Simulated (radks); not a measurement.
Correlation energies from several functionals, in hartree. Species: Mg+ [Ne] 3s1; Ba [Xe] 6s2. Calculated with a radial shooting solver on a logarithmic mesh with Libxc functionals: non-relativistic Kohn-Sham, r2SCAN, spin-polarised, spherical densities, point nucleus; meta-GGA in the generalised Kohn-Sham scheme. Every spin shell is full or empty, so the densities are truly spherical. Functionals are evaluated on that one density, not self-consistently.

| functional | Mg+ | Ba |
|---|---|---|
| PW92 | -0.84204 | -5.3547 |
| VWN5 | -0.84633 | -5.3772 |
| PZ | -0.83889 | -5.3558 |
| Chachiyo | -0.82629 | -5.2865 |
| PBE | -0.38292 | -3.0097 |
| PBEsol | -0.45222 | -3.4022 |
| OP (B88) | -0.41794 | -2.7445 |
| TPSS | -0.38431 | -3.0124 |
| revTPSS | -0.39466 | -3.0502 |
| B95 | -0.44221 | -3.6869 |
| Tao-Mo | -0.34501 | -2.9106 |
